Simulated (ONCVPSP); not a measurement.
**What one change does to a pseudopotential (O (Z = 8), ONCV)**

O, optimised norm-conserving Vanderbilt (ONCV), made with ONCVPSP 4.0.1 (LDA (Perdew-Wang 92), scalar-relativistic). Core [He], reference 2s2 2p3 (charge +1). Waves: 2s: rc 0.60 bohr, ncon 4, nbas 7, qcut 10.1 1/bohr, 3 projectors, debl 3.2 Ha; 2p: rc 0.95 bohr, ncon 4, nbas 8, qcut 6.9 1/bohr, 1 projector; d scattering state at 0.03 Ha: rc 1.00 bohr, ncon 4, nbas 8, qcut 9.9 1/bohr, 3 projectors, debl 1.7 Ha. Local part: polynomial inside 0.45 bohr (lpopt 1, dvloc0 2 Ha). Core correction: polynomial model core, fcfact 0.55.

All-electron outer shells of the reference configuration (LDA (PZ), scalar-relativistic, ld1.x):

```tsv
shell	level (eV)	outermost node (bohr)	outermost maximum (bohr)
1s	-529.73	–	0.13
2s	-39.40	0.28	0.86
2p	-24.59	–	0.78
```

Change: p: rc 1.16.

Cutoffs: the cutoffs (Ha) at which the residual kinetic energy of the hardest occupied pseudo-wave falls to 1 and 0.1 mHa per electron; they do not see the model core or the augmentation charge, which bear on the density cutoff. Errors are all-electron minus pseudo energies relative to the spin-unpolarised reference configuration.

Problem. What does the change do?

Solution. The potential gets neither clearly harder nor softer (272 Ha and 347 Ha → 272 Ha and 347 Ha); both files keep a bound ghost (s); of the 4 tests that both files solve, the error grows in 4 and shrinks in 0 by more than 15 % and 0.3 meV (median size 23.4 → 42.0 meV). More of the atom is replaced by a form fitted at one configuration, so other configurations suffer.

| quantity | base | changed |
| --- | --- | --- |
| cutoff, loose | 272 Ha | 272 Ha |
| cutoff, tight | 347 Ha | 347 Ha |
| loose cutoff by channel | s 272 Ha, p 209 Ha | s 272 Ha, p 128 Ha |
| bound ghosts | s | s |
| GHOST(+) flags under 300 eV | none | none |
| error for 2s2 2p4, meV [ΔE -16.58 eV] | +5.3 | +12 |
| error for 2s2 2p2, meV [ΔE 33.71 eV] | +24 | +56 |
| error for 2s2 2p1, meV [ΔE 87.68 eV] | +189 | +405 |
| error for 2s1 2p4, meV [ΔE 14.84 eV] | +23 | +28 |
| s: phases at 0.61 bohr within 0.05 rad from the reference energy up to (Ha; the scan ends near 5) | to the end of the scan | to the end of the scan |
| d: phases at 1.01 bohr within 0.05 rad from the reference energy up to (Ha; the scan ends near 5) | to the end of the scan | to the end of the scan |
| rms error of d²Exc/dni dnj with the model core, mHa | 1.59 | 1.79 |

 A true bound ghost makes a file unfit for plane-wave use even where its test errors are small: the radial tests pick states by their node count and pass the ghost by.
